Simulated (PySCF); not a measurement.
Stretching CdB

Set-up: PySCF, scalar-relativistic core potentials, basis sets Cd def2-SVPD with ECP28, B def2-SVPD. Energies in eV from Cd + B in their ground configurations at the same level. All curves are PBE0. state 1: ²Π (doublet), unpaired electrons π ↑; state 2: ²Σ⁺ (doublet), unpaired electrons σ ↑, a second solution, started from another occupation; state 3: quartet, unpaired electrons σ ↑, π ↑↑, a second solution, started from another occupation; state 4: ⁴Π (quartet), unpaired electrons σ ↑↑, π ↑, a second solution, started from another occupation.

```tsv
R (Å)	state 1	state 2	state 3	state 4
2.095	-0.2022	0.7066	0.7469	1.0554
2.192	-0.3529	0.4311	0.7930	0.9613
2.290	-0.4303	0.2467	0.9065	0.9585
2.363	-0.4554	0.1515	1.0203	0.9991
2.436	-0.4607	0.0834	1.1495	1.0664
2.509	-0.4521	0.0355	1.2878	1.1532
2.607	-0.4267	-0.0059	1.4783	1.2898
2.728	-0.3828	-0.0342	1.7145	1.4808
2.874	-0.3239	-0.0489	1.9794	1.7228
3.069	-0.2488	-0.0535	2.2800	2.0435
```

**Question.** Put a parabola through the three lowest points of the state 1 curve and estimate Re, k and ωe (reduced mass 10.04 u; 1 eV/Å² = 0.16022 mdyn/Å; ωe = 1302.8·√(k/μ) cm⁻¹).

**Answer.** Through R = 2.363, 2.436, 2.509 Å the second-order coefficient is 1.30 eV/Å², so Re ≈ 2.427 Å, k ≈ 0.418 mdyn/Å and ωe ≈ 266 cm⁻¹. A polynomial fit of higher order to the unrounded PBE0 energies gives Re = 2.423 Å, k = 0.439 mdyn/Å, ωe = 272 cm⁻¹; anharmonicity and rounding make the difference.

The higher-order fit for each curve: state 1: Re = 2.423 Å, ωe = 272 cm⁻¹, De = 0.461 eV; state 2: Re = 3.074 Å, ωe = 62.9 cm⁻¹, minimum 0.053 eV below the ground-state fragments; state 4: Re = 2.243 Å, ωe = 462 cm⁻¹, minimum 0.95 eV above the ground-state fragments. State 3 gave no clean fit.

Spin–orbit coupling is left out. The state is the lowest determinant that a PBE0 search found; another state may lie lower at other levels.
